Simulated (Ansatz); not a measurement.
# Which method gave which barrier?

Saddle point of BH2ClO2, singlet (BH₂ClO₂ ([OH][B]([OH])[Cl]) → BClO + H₂O (still joined by a long B–O bond); bonds formed: O2–H4; bonds broken: O3–H4; bonds weakened to dative contacts: B1–O2), PBE0-D4/def2-TZVP structure:

```
6
angstrom
B 0.1736 0.4990 -0.3418
O 0.0898 -0.8799 0.3730
O -0.8010 0.4200 -1.1616
H -0.7722 -0.7631 -0.3353
Cl 1.4257 1.6019 0.1493
H -0.1159 -0.8779 1.3163
```

Computed with Ansatz 0.2.0 (basis: def2-TZVPP, with def2-QZVPP for the basis limit); correlated methods freeze the cores. B3LYP uses VWN-RPA correlation. Extrapolation: Hartree–Fock as exp(−7.88 √X), correlation as X^−2.97. Four methods, as single points on the PBE0-D4 structures, gave these electronic barriers from the start structure: 219.7, 236.5, 260.8, 297.2 kJ/mol.

Task: The methods were, in alphabetical order, B3LYP-D4, BHLYP-D4, BLYP-D4, HF. Which gave which? (A judgement: the text doesn't fix the answer.)

Result: By the calculation: BLYP-D4 219.7; B3LYP-D4 236.5; BHLYP-D4 260.8; HF 297.2 kJ/mol. For comparison, CCSD(T) at an estimated basis limit (MP2 extrapolated from triple and quadruple zeta, plus CCSD(T) − MP2 in triple zeta) gives 240.8 kJ/mol.

No T1 diagnostic of these runs exceeds 0.015.

Labels in which every atom is bracketed show which atoms are joined, not bond orders.

For scale, one of the runs: CCSD(T)/def2-TZVPP, 163 basis functions, launched by `ansatz run in.yaml --threads 2 --pin off --events-out ev --progress --plain --max-ram 4352MiB`. Hardware: 2 CPU threads of an Intel Xeon 6975P-C, shared host. Wall time 13 s; peak host memory 1.4 GiB.
